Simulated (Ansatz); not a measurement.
The cluster GaSi4, relaxed as a doublet with UKS B3LYP-D4/def2-SVP in Ansatz, starting from the GFN1-xTB geometry. Force threshold 0.02 eV/Å.

The relaxation made no stability test and no search for a lower SCF solution. Another isomer (doublet) lies 0.23 eV lower at PBE0-D4/def2-TZVP; other spin states weren't run for this one.

Start:

```xyz
5

Ga   -2.0934    1.4536   -0.9445
Si    0.3157    1.4251    0.0358
Si   -0.7501   -0.7280   -0.2485
Si    1.2210   -1.9561   -0.1786
Si    1.3068   -0.1946    1.3357
```

Estimate the energy that the relaxation releases and the steps that it takes.

2.2 kcal/mol, in 4 steps; 7.5 s on 4 threads of Arm Neoverse V2 on a shared host. No frequencies were taken in this run, so the end may be a saddle point.

Does the start keep its bonding?

By distances, no bond broke or formed. The bond that changes most is Ga1–Si2, from 2.60 to 2.74 Å (atoms count from 1).

Predict the relaxed structure.


```xyz
5

Ga   -2.171    1.516   -0.943
Si    0.415    1.333   -0.050
Si   -0.760   -0.765   -0.197
Si    1.274   -1.881   -0.228
Si    1.242   -0.202    1.419
```
Bond lengths: 5 × Si–Si 2.28 to 2.63 Å; 2 × Ga–Si 2.74 to 2.78 Å.
